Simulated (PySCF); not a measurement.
# One molecule, several mistakes: FH5NSi2

Calculated results; nothing here was measured. They come from PySCF 2.14.0, an open-source quantum chemistry program, on an isolated molecule that a program drew, which may never have been made. The molecule is FH5NSi2 (charge 0, doublet), drawn as the SMILES string `N[SiH][SiH2]F`.

Each row is a Hartree-Fock (HF) and frozen-core CCSD(T) single point in the cc-pV(D+d)Z basis, meant for a local HF minimum. Run 1 is clean. Each other run has one planted mistake out of seven kinds, and not every kind appears here: one electron removed, one electron added, multiplicity raised by two, geometry at a saddle point, minimal basis STO-3G, one bond length entered in bohr, all coordinates scaled. The reference is restricted for singlets and unrestricted otherwise, and also for a bond in bohr. Adding or removing an electron swaps singlet and doublet. Electrons count all cores. HOMO and LUMO are orbital energies over both spins, the gradient is its largest component, and the lowest frequency (negative if imaginary) is given only where the gradient is small. Bond lengths are over the 8 bonds as drawn. T1 is the CCSD diagnostic: over 0.02 (restricted) or 0.045 (unrestricted) a single reference is doubtful.

Geometry of the clean run:
```xyz
9
FH5NSi2, angstrom
N    -0.8122    1.5421    2.0815
Si   -0.5983    0.3741    0.8219
Si   -2.6318    0.1276   -0.3490
F    -2.5452   -1.2205   -1.2519
H    -0.0103    2.0232    2.4458
H    -1.4712    1.3672    2.8175
H     0.4915    0.8813   -0.0515
H    -2.9545    1.2347   -1.2735
H    -3.7539   -0.0459    0.5991
```

```
run,electrons,basis functions,<S^2>,HOMO (eV),LUMO (eV),gradient (hartree/bohr),lowest frequency (cm^-1),mean bond (Å),longest bond (Å),T1,HF (hartree),CCSD(T) (hartree),mistake
1,49,99,0.760,-8.07,1.60,3.7e-06,50,1.5207,2.359,0.0159,-734.71989,-735.31610,no fault
2,49,99,0.760,-8.26,1.36,2.9e-02,-,1.5769,2.447,0.0171,-734.70890,-735.31090,all coordinates scaled
3,50,99,0.000,-0.20,8.02,7.2e-02,-,1.5207,2.359,0.0134,-734.69129,-735.31533,one electron added
4,48,99,0.000,-17.30,-6.18,7.4e-02,-,1.5207,2.359,0.0207,-734.45735,-735.05839,one electron removed
5,49,99,1.495,-8.75,1.02,1.5e-02,-,1.6322,2.359,0.0525,-734.58847,-735.17867,one bond length entered in bohr
6,49,99,3.761,-4.72,-2.01,2.7e-02,-,1.5207,2.359,0.0265,-734.50324,-735.09903,?
```

**Which mistake was planted in run 6, and what did it cost?**

Electrons, basis and geometry are unchanged, and <S^2> is 3.761, beside S(S+1) = 3.75 for a multiplicity of 4. So the mistake is: multiplicity raised by two. Subtracting run 1 and multiplying by 627.51 kcal/mol a hartree, the energy moved by 135.9 kcal/mol in HF and 136.2 kcal/mol in CCSD(T).

Cautions from the logs. Run 3: the added electron raises the CCSD(T) energy, so it isn't bound in this basis; run 4: T1 is over the limit, so its CCSD(T) energy is less reliable; run 5: T1 is over the limit, so its CCSD(T) energy is less reliable.
